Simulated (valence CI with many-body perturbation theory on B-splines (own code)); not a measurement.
Br2+: fill in the table

Level of theory: relativistic CI+MBPT: five valence electrons over a frozen Dirac-Fock core [Ar] 3d10, radial functions for each j: 9 s, 9 p, 8 d, 6 f, 3 g, 1 h, with the one-electron correlation potential Σ1, the two-electron term Σ2, the three-electron term Σ3, Breit, model QED; selected CI, second order for the rest, scaled by the run's own slope (own B-spline code, finite nucleus).

Against 9 measured levels this calculation errs by 360 cm⁻¹ on average and by 875 at most. These come from a selection out of Moore, Atomic Energy Levels, vol. II, NSRDS-NBS 35 (1971 reprint of NBS Circular 467, 1952), an old analysis. Levels without a partner in it may be off by more. Among the levels kept, up to 1400 cm⁻¹ of a level comes from second order outside the variational space, and about a tenth of that is noise between levels of different J, which matters for small intervals. 6 measured levels below the end of the list, from 141997 cm⁻¹ on, found no clear computed partner, and computed levels of the same name lie up to 2024 cm⁻¹ from them.

| Level | E (eV) |
| --- | --- |
| 4s2 4p3 4S°_3/2 | 0.000 |
| 4s2 4p3 2D°_3/2 | ? |
| 4s2 4p3 2D°_5/2 | 2.030 |
| 4s2 4p3 2P°_1/2 | 3.383 |
| 4s2 4p3 2P°_3/2 | ? |
| 4s 4p4 4P_5/2 | ? |
| 4s 4p4 4P_3/2 | 12.872 |
| 4s 4p4 4P_1/2 | 13.026 |
| 4s 4p4 2D_3/2 | ? |
| 4s 4p4 2D_5/2 | 15.431 |
| 4s2 4p2 4d 2P_3/2 [a] | 16.718 |
| 4s2 4p2 4d 2P_1/2 [a] | 17.012 |
| 4s2 4p2 4d 4F_3/2 | 17.291 |
| 4s2 4p2 4d 4F_5/2 | 17.410 |
| 4s2 4p2 4d 4F_7/2 | 17.593 |
| 4s2 4p2 4d 4F_9/2 | 17.831 |
| 4s2 4p2 4d 2F_5/2 [a] | 17.962 |
| 4s2 4p2 5s 4P_1/2 | ? |
| 4s2 4p2 4d 4D_1/2 | ? |
| 4s2 4p2 4d 4D_7/2 | 18.092 |

Names give the largest LS component (configuration and term), which can be under half, so a name can repeat, a term be missing and a line seem to break the LS rules; names also repeat where a configuration has a term twice. Letters in brackets count levels of one name in rising energy.

(1) The levels stand in rising order. What does the calculation give for the missing energies?

Answers

(1) 4s2 4p3 2D°_3/2 1.900; 4s2 4p3 2P°_3/2 3.564; 4s 4p4 4P_5/2 12.551; 4s 4p4 2D_3/2 15.352; 4s2 4p2 5s 4P_1/2 18.009; 4s2 4p2 4d 4D_1/2 18.079.
